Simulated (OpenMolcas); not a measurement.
# Ionisation energies of arsenic

```yaml
Program: OpenMolcas 26.06
Basis: ANO-RCC-VTZP [6s5p3d1f]
Scalar_Hamiltonian: DKH2, point nucleus
Spin-orbit_coupling: RASSI with atomic mean-field integrals over the reference wave functions, term energies averaged over their components
```

Active shells in each charge state: the valence s, p shells, with orbitals averaged over the low states. Where CASPT2's correlated closed shells are named, they are those of the first ion.

A. CASSCF
B. SS-CASPT2, IPEA 0.25 Eh, imaginary shift 0.1 Eh (closed shells correlated: 3d)
C. SS-CASPT2, IPEA 0 Eh, imaginary shift 0.1 Eh (closed shells correlated: 3d)
D. SS-CASPT2, IPEA 0.25 Eh, imaginary shift 0.1 Eh (closed shells correlated: 3s 3p 3d)
E. SS-CASPT2, IPEA 0.25 Eh, imaginary shift 0.1 Eh (closed shells correlated: none)

Energies in eV between the lowest computed levels, named as in B; reference values from the NIST Atomic Spectra Database with their kind.

```json
{"From": "As+ 4s² 4p² ³P₀", "To": "As2+ 4s² 4p ²P°_1/2", "A": "17.642", "B": "18.343", "C": "18.443", "D": "18.335", "E": "18.226", "Spin-orbit share in B": "-0.015", "Reference": "18.589 (measured)"}
{"From": "As2+ 4s² 4p ²P°_1/2", "To": "As3+ 4s² ¹S₀", "A": "27.141", "B": "27.959", "C": "28.056", "D": "27.950", "E": "27.821", "Spin-orbit share in B": "+0.224", "Reference": "28.349 (measured)"}
{"From": "As3+ 4s² ¹S₀", "To": "As4+ 4s ²S_1/2", "A": "48.921", "B": "49.218", "C": "49.219", "D": "49.226", "E": "48.981", "Spin-orbit share in B": "+0.000", "Reference": "50.150 (measured)"}
{"From": "As4+ 4s ²S_1/2", "To": "As5+ 3d¹⁰ ¹S₀", "A": "61.675", "B": "61.937", "C": "61.945", "D": "61.960", "E": "61.675", "Spin-orbit share in B": "+0.000", "Reference": "62.770 (measured)"}
```

Steps that some method lacks are left out, and so are those with a state whose active s or d shell is doubly occupied in every root (s and p with five to eight electrons, d10) over a frozen core shell of the same l, since the two then mix freely.

Error against the reference values, in %:

| From | Reference | A | B | C | D | E |
| --- | --- | --- | --- | --- | --- | --- |
| As+ | measured | -5.1 | -1.3 | -0.8 | -1.4 | -2.0 |
| As2+ | measured | -4.3 | -1.4 | -1.0 | -1.4 | -1.9 |
| As3+ | measured | -2.5 | -1.9 | -1.9 | -1.8 | -2.3 |
| As4+ | measured | -1.7 | -1.3 | -1.3 | -1.3 | -1.7 |

Mean absolute error over the 4 measured values: A 1.12 eV, B 0.60 eV, C 0.55 eV, D 0.60 eV, E 0.79 eV.

° marks odd parity.
